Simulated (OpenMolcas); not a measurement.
4f⁵ along the 59-electron sequence

```yaml
Program: OpenMolcas 26.06
Method: CASSCF
Basis: ANO-R2
Scalar_Hamiltonian: X2C, finite nucleus
Spin-orbit_coupling: RASSI with atomic mean-field integrals over the reference wave functions, term energies averaged over their components
```

Active space for each ion: 5 electrons in 7 orbitals (4f).

Computed levels in cm-1 above ⁶H°_5/2:

```csv
Level,Pm2+,Sm3+,Eu4+
⁶H°_7/2,836,1100,1393
⁶H°_9/2,1840,2404,3026
⁶H°_11/2,2971,3856,4820
⁶H°_13/2,4198,5413,6720
⁶H°_15/2,5496,7041,8684
⁶F°_1/2,7079,8162,9193
⁶F°_3/2,7312,8443,9514
⁶F°_5/2,7759,9000,10182
⁶F°_7/2,8477,9932,11348
weight of ⁶H° in the lowest level (%),98,97,96
```

The fine-structure level ⁶H°_15/2 changes by a factor of 1.58 from Pm2+ to Eu4+. Its fourth root runs 8.61, 9.16, 9.65, with steps per unit of Z of 0.55, 0.49; equal steps would mean a (Z - σ)^4 law with constant σ.

⁶F°_1/2 changes by a factor of 1.3 over the same range, with steps per unit of Z of +1080, +1030 cm-1.

High states are left out of the spin-orbit mixing, which shifts the levels that they would mix with. Without dynamic correlation excited terms often stand tens of per cent too high (terms of higher spin than the ground term too low), and those without a measured partner can miss by more than the paired ones. Only configurations of the active space appear.

° marks odd parity.
